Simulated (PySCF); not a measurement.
Cartesian coordinates (Å):
```xyz
7

S     -1.6300    -1.4895     0.6881
Ge     0.1071    -0.2993    -0.0936
S      0.1252     1.8414     0.6192
S      1.8445    -1.3274     0.8556
H     -2.4632    -0.4376     0.6065
H     -0.7235     2.2539    -0.3392
H      2.7399    -0.5414     0.2302
```
Charge 0, spin multiplicity 2.

Q: Estimate the total energy, highest occupied spin orbital and dipole moment that PySCF with r2SCAN-D4/def2-TZVP returns for this input.

A: 
```json
{
 "total_energy": "-3273.3958 Ha",
 "highest_occupied_spin_orbital": "-5.46 eV",
 "dipole_moment": "1.95 D"
}
```
